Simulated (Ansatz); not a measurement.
Ansatz (a first-principles code) input:

Ansatz 0.2 input:
```yaml
crystal:
  periodic: [false, false, false]
  atoms:
    - {symbol: C, position_ang: [-0.94484645, 1.46338688, -0.75687819]}
    - {symbol: Si, position_ang: [-0.07326090, 0.13989114, -0.02198886]}
    - {symbol: C, position_ang: [1.60046160, -0.22417886, -0.85551338]}
    - {symbol: C, position_ang: [-1.07124144, -1.48108941, 0.04952356]}
    - {symbol: F, position_ang: [0.44154816, 0.19926901, 1.58021051]}
    - {symbol: H, position_ang: [-2.00289937, 1.62209649, -0.55432381]}
    - {symbol: H, position_ang: [-0.42813579, 2.36294865, -1.08777352]}
    - {symbol: H, position_ang: [2.20892137, -0.91794651, -0.26630253]}
    - {symbol: H, position_ang: [1.45737336, -0.64772011, -1.85278815]}
    - {symbol: H, position_ang: [2.16989651, 0.70356505, -0.97051552]}
    - {symbol: H, position_ang: [-1.20756575, -1.90144855, -0.95004249]}
    - {symbol: H, position_ang: [-2.06586564, -1.28916171, 0.46434499]}
    - {symbol: H, position_ang: [-0.58624778, -2.23294205, 0.68055843]}
basis:
  gaussian:
    orbitals: def2-TZVPD
hamiltonian:
  xc: {name: LC-wPBE}
total_charge: -1
output: {forces: true}
```

Task: What final total energy does it print?

Result: -508.43690 Eh (LC-wPBE/def2-TZVPD). The basis has 266 functions.

It need not be the lowest isomer of its formula. Whether it binds its extra electron was not tested at this geometry.
